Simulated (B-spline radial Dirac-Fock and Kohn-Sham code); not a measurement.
## The K (1s) level from Tm to Hg

Model: ΔSCF Dirac-Fock with Breit, self-energy and vacuum polarisation, finite nucleus, configuration average. Program: an atomic code on a B-spline grid. Free neutral atoms, energies in eV. Electron correlation is not included. Relaxation, Breit and QED are contributions to the binding energy. "Screened" places the removed electron in the lowest shell with room, a model of an edge from the Fermi level; tabulated edges (Elam, Ravel and Sieber 2002) are for the standard state, and for monatomic gases they compare with the unscreened value. A dash: no value, or a hole state left out as unreliable.

| Z | element | binding | relaxation | Breit | QED | screened | tabulated edge |
| --- | --- | --- | --- | --- | --- | --- | --- |
| 69 | Tm | 59386.3 | -86.1 | -181.84 | -94.71 | 59381.7 | 59390 |
| 70 | Yb | 61328.0 | -87.3 | -190.64 | -99.44 | 61323.6 | 61332 |
| 71 | Lu | 63317.0 | -88.1 | -199.77 | -104.33 | 63311.5 | 63314 |
| 72 | Hf | 65346.6 | -88.8 | -209.21 | -109.39 | 65340.0 | 65351 |
| 73 | Ta | 67416.9 | -89.6 | -218.98 | -114.64 | 67409.2 | 67416 |
| 74 | W | 69528.4 | -90.3 | -229.09 | -120.07 | 69519.7 | 69525 |
| 75 | Re | 71682.1 | -91.1 | -239.53 | -125.70 | 71672.4 | 71676 |
| 76 | Os | 73878.1 | -91.9 | -250.33 | -131.53 | 73867.3 | 73871 |
| 77 | Ir | 76118.1 | -92.8 | -261.49 | -137.54 | 76106.1 | 76111 |
| 78 | Pt | 78398.0 | -94.0 | -273.00 | -143.79 | 78387.8 | 78395 |
| 79 | Au | 80726.6 | -94.9 | -284.91 | -150.23 | 80718.2 | 80725 |
| 80 | Hg | 83104.6 | -95.4 | -297.21 | -156.88 | 83099.6 | 83102 |

**Question.** With what power of Z do the binding energy and the Breit term grow over this range?

**Answer.** Between the end points the binding energy grows as Z^2.27 and the Breit term as Z^3.32.

Values without a named source are computed, but for edge energies of neutral atoms, which are taken from tables.
